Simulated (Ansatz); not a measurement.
Consider the ligand exchange at the Si–C bond: `O=C[SiH](O)O` + `O[Si](O)(F)F` → `O[SiH](O)O[Si](O)(F)F` + `C=O`.

Calculated with Ansatz (gas phase, PBE0-D4/def2-TZVP geometries, no zero-point term in ΔE). CBS: MP2 limit from def2 TZ/QZ plus the TZ coupled-cluster correction, frozen cores. This one scheme is used for every species. Functionals use def2-TZVPP. B3LYP here is the variant with VWN-RPA as its local correlation; programs differ in this. Each species was taken in one conformer, which may not be the lowest.

```
             level  ΔE (kcal/mol)  difference from CCSD(T)/CBS
           PBE0-D4          -35.6                          1.9
           ωB97X-V          -36.7                          0.8
            B2PLYP          -37.3                          0.2
               PBE          -32.2                          5.3
              PBE0          -34.6                          2.9
             B3LYP          -36.1                          1.4
    MP2/def2-TZVPP          -38.3                         -0.8
SCS-MP2/def2-TZVPP          -38.6                         -1.1
     HF/def2-QZVPP          -42.1                         -4.6
      HF/CBS(def2)          -42.2                         -4.7
       CCSD(T)/CBS          -37.5                            0
```

Largest T1 diagnostic among the species: 0.015.

From PBE to PBE0 (25 % exact exchange), in def2-TZVPP and without D4, ΔE moves by −2.4 kcal/mol. The D4 term adds −1.7 kcal/mol with B3LYP and −1.0 kcal/mol with PBE0; it sums over pairs of atoms, weighted by their polarisabilities, and B3LYP, whose exchange is more repulsive, gets the larger term. In def2-TZVPP, CCSD(T) changes the Hartree–Fock value by +3.8 kcal/mol (the triples alone add +0.7 kcal/mol) and MP2 by +3.3 kcal/mol.
